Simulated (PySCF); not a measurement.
AgF, charge +1, multiplicity 2. Atoms are numbered in the order given.

```xyz
2

Ag     0.0000     0.0000    -0.3159
F      0.0000     0.0000     1.6498
```
Charge +1, spin multiplicity 2.

Coordinates come from a B3LYP-D3(BJ)/def2-TZVPD optimisation. The spin state was assumed, not searched. The def2 effective core potentials stand for the cores of Ag; spin–orbit coupling is left out.

All values below come from PySCF with B3LYP/def2-TZVPD.

Mulliken values depend strongly on the basis, most of all with diffuse functions as here. ESP charges are fitted to the potential on shells at 1.4 to 2.0 van der Waals radii. Atomic charges (e):

```
atom  Mulliken  ESP fit  Mulliken spin
----  --------  -------  -------------
Ag1       1.28      ___           0.37
F2       -0.28      ___           0.63
```

**Question.** What belongs in the gaps? (Estimate from the structure and the level; the computed values follow.)

**Answer.** 
- Ag1, ESP fit: 1.18
- F2, ESP fit: -0.18
